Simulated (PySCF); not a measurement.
Ga(H)(SiH3)2 (GaH7Si2), SMILES [SiH3][GaH][SiH3]. The structure is a stationary point at ωB97X-D3(BJ)/def2-SVP.

Computed equilibrium geometry at ωB97X-D3(BJ)/def2-SVP (PySCF confirms it by a frequency run) as a Z-matrix, and its point group:
point group C2.
```
Ga
H 1 1.5734
Si 1 2.3999 2 119.74
H 3 1.4942 1 113.22 2 27.51
H 3 1.4950 4 108.29 1 -124.35
H 3 1.4978 4 107.77 5 -115.93
Si 1 2.3999 2 119.74 3 180.00
H 7 1.4942 1 113.22 2 27.51
H 7 1.4950 8 108.29 1 -124.35
H 7 1.4978 8 107.77 9 -115.93
```
